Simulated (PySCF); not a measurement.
Electronic structure of Ru (ruthenium, neutral) at the UHF level

Configuration: [Kr] 4d6 5s2, high-spin 5D determinant (an excited configuration). Calculation: PySCF 2.14, in def2-TZVPPD with the def2 core potential (28 electrons) (6s4p3d2f1g, 56 functions); a scalar-relativistic core potential.

```
Total energy                                                  : -94.098345 hartree
One-electron energy                                           : -163.2521 hartree
Hartree (Coulomb) energy                                      : 78.4998 hartree
Exchange energy                                               : -9.3461 hartree
⟨S²⟩                                                          : 6.0256
⟨L²⟩                                                          : 6.054
Sum of ⟨r⟩                                                    : 25.27 bohr
Sum of ⟨r²⟩                                                   : 56.10 bohr²
Traceless quadrupole moment −½Σ⟨3z² − r²⟩ along its main axis : 0.946 e·bohr²
```

| shell | electrons | mean orbital energy (hartree) | spread (hartree) | rms radius, mean of both spins (bohr) |
| --- | --- | --- | --- | --- |
| 4s α | 1 | -3.76254 | 0 | 1.09 |
| 4s β | 1 | -3.50897 | 0 | 1.09 |
| 4p α | 3 | -2.47751 | 0.05667 | 1.21 |
| 4p β | 3 | -2.15536 | 0.04349 | 1.21 |
| 4d α | 5 | -0.56892 | 0.06765 | 1.71 |
| 4d β | 1 | -0.42216 | 0 | 1.71 |
| 5s α | 1 | -0.28087 | 0 | 3.70 |
| 5s β | 1 | -0.22666 | 0 | 3.70 |

Energies and moments cover only the electrons outside the core potential.
